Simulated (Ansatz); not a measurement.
`[OH][InH][Cl]` + NH₃ → `[NH2][InH][Cl]` + H₂O at 600 K and 1 bar (ligand exchange at the In–O bond).

Isolated molecules relaxed with PBE0-D4/def2-TZVP in Ansatz; ΔE leaves out vibrations. CBS: MP2 limit from def2 TZ/QZ plus the TZ coupled-cluster correction, frozen cores. This one scheme is used for every species. Elements past krypton have def2 core potentials. For In outer-core shells are correlated without core-valence functions, which leaves a few kJ/mol of doubt a bond. One conformer a species, not always the lowest.

```tsv
species	CCSD(T)/CBS energy (Eh)	H − E (kJ/mol)	S (J/(mol·K))
`[OH][InH][Cl]`	-726.02900	93.8	370.4
NH₃	-56.50880	112.4	219.5
`[NH2][InH][Cl]`	-706.15182	128.7	384.5
H₂O	-76.37941	76.8	212.8
```

H − E and S are ideal-gas, rigid-rotor, harmonic terms from PBE0-D4/def2-TZVP, for one conformer and one mirror image of each species. 1 Eh = 2625.50 kJ/mol, R = 8.31446 J/(mol·K).

Q: By hand: ΔE, ΔH, ΔS and ΔG.

A: ΔE = (-706.15182) + (-76.37941) − (-726.02900) − (-56.50880) = 0.00657 Eh = 17.2 kJ/mol. Δ(H − E) = 128.7 + 76.8 − 93.8 − 112.4 = -0.7, so ΔH = 16.5 kJ/mol. ΔS = 384.5 + 212.8 − 370.4 − 219.5 = 7.4 J/(mol·K). ΔG = 16.5 − 600 × (7.4)/1000 = 12.1 kJ/mol.

Q: By hand: the equilibrium constant, and the temperature at which ΔG would vanish if ΔH and ΔS stayed fixed.

A: log₁₀ K = −ΔG/(RT ln 10) = -1.1. ΔG = 0 at ΔH/ΔS = 2230 K, though so small a ΔS makes that figure unsure.

The number of gas molecules stays the same, so ΔS is small and ΔH decides. A doubt of 5 kJ/mol in ΔE shifts log₁₀ K by 0.4 here. Other conformers and mirror images would add mixing entropy, several J/(mol·K) or more a flexible species. These are equilibria of isolated gas molecules and say nothing of rates. Largest T1 diagnostic: 0.015 (customary marks: 0.02 for closed shells, 0.045 for open ones).
